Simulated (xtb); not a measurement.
GeH6O2Si, SMILES [OH][GeH]([OH])[SiH3]. All values are semi-empirical tight-binding results from xtb (GFN2-xTB unless named), good for trends rather than for accurate numbers. Geometry: GFN2-xTB. The structure was generated by enumeration, and PubChem lists no compound with its InChIKey, so it may never have been made. The values are those of a single conformer.

Optimised geometry:

Bond lengths (Å): O1–Ge2 1.750, O1–H5 0.953, Ge2–O3 1.750, Ge2–Si4 2.359, Ge2–H6 1.551, O3–H7 0.953, Si4–H8 1.464, Si4–H9 1.463, Si4–H10 1.463. Bond angles (°): Ge2–O1–H5 118.7, O1–Ge2–O3 97.7, O1–Ge2–Si4 112.4, O1–Ge2–H6 105.9, O3–Ge2–Si4 112.5, O3–Ge2–H6 105.9, Si4–Ge2–H6 119.9, Ge2–O3–H7 118.7, Ge2–Si4–H8 111.1, Ge2–Si4–H9 110.9, Ge2–Si4–H10 109.1, H8–Si4–H9 109.1, H8–Si4–H10 108.3, H9–Si4–H10 108.2.

The geometry has at least one imaginary mode, so it is a saddle point at that level.

For metal compounds this method's bond lengths and energies can be far off.

| Property | Result |
|---|---|
| orbital gap | 4.53 eV |

Q: Give the atomic charges and the Wiberg bond orders between heavy atoms. (The exact figures need the calculation; the answer reports its results.)

A: charges (e) O1 -0.47, Ge2 0.26, O3 -0.47, Si4 0.43, H5 0.30, H6 -0.07, H7 0.30, H8 -0.08, H9 -0.08, H10 -0.10. Bond orders O1–Ge2 1.17, Ge2–O3 1.17, Ge2–Si4 0.66.
